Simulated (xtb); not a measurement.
xtb input:

```bash
xtb mol.xyz --gfn 1 --sp --chrg 0 --uhf 0
```
mol.xyz:
```
3

H     -0.00000000    -0.00000000    -1.94064139
N     -0.00000000    -0.00000000    -0.94059254
Si     0.00000000     0.00000000     0.60891351
```

Problem. What final total energy does it print?

Solution. -5.54891 Eh (GFN1-xTB).
